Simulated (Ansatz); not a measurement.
Species: H₆OSi₃, SMILES `O[Si](=[SiH2])[SiH3]` (H–O–Si–Si torsion 29°) (charge 0, multiplicity 1).

**Question.** Give a relaxed geometry from Ansatz (a first-principles code) with r2SCAN-D4/def2-TZVP.

**Answer.** This is not unique; one that fits is the end point of this relaxation, one of several conformers (outside a Z-matrix the atoms follow the SMILES, hydrogens last).
Bonded distances (Å): O1–Si2 1.652, O1–H5 0.963, Si2–Si3 2.195, Si2–Si4 2.332, Si3–H6 1.489, Si3–H7 1.491, Si4–H8 1.486, Si4–H9 1.486, Si4–H10 1.485. Bond angles (°): Si2–O1–H5 116.7, O1–Si2–Si3 124.6, O1–Si2–Si4 108.3, Si3–Si2–Si4 119.9, Si2–Si3–H6 108.4, Si2–Si3–H7 116.2, H6–Si3–H7 110.8, Si2–Si4–H8 111.8, Si2–Si4–H9 110.0, Si2–Si4–H10 107.1, H8–Si4–H9 108.6, H8–Si4–H10 109.9, H9–Si4–H10 109.3.
